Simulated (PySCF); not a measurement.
Compound: C7H10NP.
Numbering: `[CH3:1][C:2]([CH3:3])=[P:4][n:5]1[cH:6][cH:7][cH:8][cH:9]1` (hydrogens: H10, H11, H12 on C1; H13, H14, H15 on C3; H16 on C6; H17 on C7; H18 on C8; H19 on C9)

Cartesian coordinates in Å at the GFN2-xTB level; atoms count from 1:
```
atom  x, y, z in Å
C1    -2.8599   -1.2100   -0.4176
C2    -1.5307   -0.5727   -0.1580
C3    -1.5568    0.9014    0.0733
P4    -0.1800   -1.5815   -0.1813
N5     1.1319   -0.4805    0.0533
C6     2.0778   -0.6054    1.0364
C7     3.0349    0.3465    0.8520
C8     2.6800    1.0734   -0.3075
C9     1.5180    0.5400   -0.7767
H10   -3.5296   -1.0554    0.4293
H11   -3.3313   -0.7617   -1.2934
H12   -2.7571   -2.2799   -0.5878
H13   -2.3738    1.1534    0.7495
H14   -0.6228    1.2649    0.4952
H15   -1.7359    1.4305   -0.8645
H16    1.9730   -1.3539    1.7983
H17    3.8958    0.5146    1.4685
H18    3.2229    1.8931   -0.7361
H19    0.9338    0.7927   -1.6403
```

Computed at PBE0/pcSseg-1 (PySCF, non-relativistic), with Q(14N) = 0.02044 b: N5, 14N (I = 1): χzz = -2.476 MHz, η = 0.142.

(1) Where would the pure quadrupole (NQR) lines of 14N at N5 fall for the rigid, isolated species?

Answers

(1) From ν± = (3/4)|χ|(1 ± η/3) and ν0 = |χ|η/2: ν+ 1.945 MHz, ν− 1.769 MHz, ν0 0.176 MHz (pyrrole-type nitrogen).

In a crystal, neighbours and librations shift these lines. GFN2-xTB bond lengths can be off by several hundredths of an ångström, more for odd bonds, and the gradients follow them. With a basis this small, the couplings can be 20 % off.

One conformer stands for the species.
